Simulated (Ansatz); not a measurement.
Species: C$_{4}$H$_{5}$N, SMILES `[C-]#[N+]CC=C` (N–C–C–C torsion 127°) (charge 0, multiplicity 1).

### Question
Give a relaxed geometry from PBE0-D4/def2-TZVP (Ansatz, a program for electronic structure).

### Answer
Several could match; the one computed here: the end point of this relaxation, one of several conformers (outside a Z-matrix the atoms follow the SMILES, hydrogens last).
Cartesian coordinates (Å) in one orientation:
```xyz
10

C      1.498    -1.180    -2.257
N      1.235    -0.611    -1.276
C      0.889     0.065    -0.079
C     -0.478    -0.314     0.401
C     -1.423     0.569     0.675
H      0.948     1.143    -0.253
H      1.641    -0.190     0.675
H     -0.655    -1.378     0.530
H     -2.394     0.262     1.044
H     -1.261     1.634     0.540
```
